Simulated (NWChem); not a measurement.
SiNH$_{3}$ClF; SMILES [SiH](Cl)(N)F

```xyz
7

Si    -0.0332    -0.4403     0.3627
N      1.4029    -1.1196    -0.2506
F     -1.3903    -1.0216    -0.2834
Cl    -0.0112     1.5746    -0.0861
H     -0.1160    -0.6574     1.8167
H      1.7041    -2.0418     0.0405
H      1.7595    -0.8723    -1.1654
```
Atoms are numbered in this order, from 1.

All runs: NWChem. Coordinates come from a B3LYP/6-31G* (spherical d) optimisation. Ions are spin-unrestricted doublets at the neutral geometry; other ion states weren't tried.

Q: What does the run give for PBE0/def2-SVP? Quantities: vertical ionisation energy, ΔSCF (eV); −ε(HOMO) (eV).

A: 
| Quantity | Result |
|---|---|
| vertical ionisation energy, ΔSCF (eV) | 10.61 |
| −ε(HOMO) (eV) | 8.14 |
